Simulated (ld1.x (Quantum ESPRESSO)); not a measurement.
K (Z = 19): one change to a TM potential, before and after

potassium, norm-conserving Troullier–Martins (Kleinman–Bylander form), made with ld1.x (Quantum ESPRESSO) 7.5 (LDA (PZ), scalar-relativistic). Core [Ne], reference 3s2 3p6 3d1 4s0 4p0. Waves: 3s (bound): rc 1.85 bohr; 3p (bound): rc 1.95 bohr; 3d (bound): rc 4.20 bohr; 4f channel at 0.5 Ry: rc 3.70 bohr. Local part: the f channel. Core correction: a·sin(br)/r model core, default radius (core density twice the valence density).

Change: wave 4f channel at 0.5 Ry: rc 3.70 bohr becomes 4f channel at 0.5 Ry: rc 4.10 bohr.

Cutoffs: the cutoffs (Ry, on a coarse ladder) from which the occupation-weighted sum of valence levels, in a spherical-Bessel basis at the reference potential, stays within 10 and 1 mRy of its value at 400 Ry; they do not see the model core or the augmentation charge, which bear on the density cutoff. Errors are all-electron minus pseudo energies relative to the spin-unpolarised reference configuration.

**Question.** What does the change do?

**Answer.** The potential gets neither clearly harder nor softer (30 Ry and 50 Ry → 30 Ry and 50 Ry); of the 9 tests that both files solve, the error grows in 0 and shrinks in 6 by more than 15 % and 0.3 meV (median size 88.5 → 68.2 meV); the range in which the p phases agree widens (upper end 0.0 → 1.7); neither file shows a bound ghost. That the errors move this way runs against the usual rule that smaller radii transfer better.

| quantity | base | changed |
| --- | --- | --- |
| cutoff, loose | 30 Ry | 30 Ry |
| cutoff, tight | 50 Ry | 50 Ry |
| bound ghosts | none | none |
| error for 3s2 3p6 3d0 4s1 4p0, meV [ΔE -2.51 eV] | +129 | +101 |
| error for 3s2 3p6 3d0 4s0 4p0, meV [ΔE 1.89 eV] | +7.8 | +7.8 |
| error for 3s2 3p6 3d0 4s0.5 4p0, meV [ΔE -0.80 eV] | +89 | +68 |
| error for 3s2 3p6 3d0.5 4s0.5 4p0, meV [ΔE -1.26 eV] | +73 | +56 |
| error for 3s2 3p6 3d0 4s0 4p1, meV [ΔE -0.88 eV] | +20 | +19 |
| error for 3s2 3p5 3d0 4s1 4p0, meV [ΔE 22.45 eV] | +471 | +344 |
| error for 3s1 3p6 3d0 4s1 4p0, meV [ΔE 39.32 eV] | +430 | +285 |
| error for 3s2 3p6 3d1 4s0 4p0 (spin-polarised), meV [ΔE -0.06 eV] | +1.7 | +1.7 |
| error for 3s2 3p6 3d0 4s1 4p0 (spin-polarised), meV [ΔE -2.65 eV] | +130 | +102 |
| s: phases at 4.54 bohr within 0.05 rad from the reference energy up to (Ry; the scan ends near 5) | -0.4 | -0.4 |
| p: phases at 4.54 bohr within 0.05 rad from the reference energy up to (Ry; the scan ends near 5) | 0.0 | 1.7 |
| d: phases at 4.54 bohr within 0.05 rad from the reference energy up to (Ry; the scan ends near 5) | 0.4 | 0.4 |
| f: phases at 4.54 bohr within 0.05 rad from the reference energy up to (Ry; the scan ends near 5) | 2.3 | 2.2 |
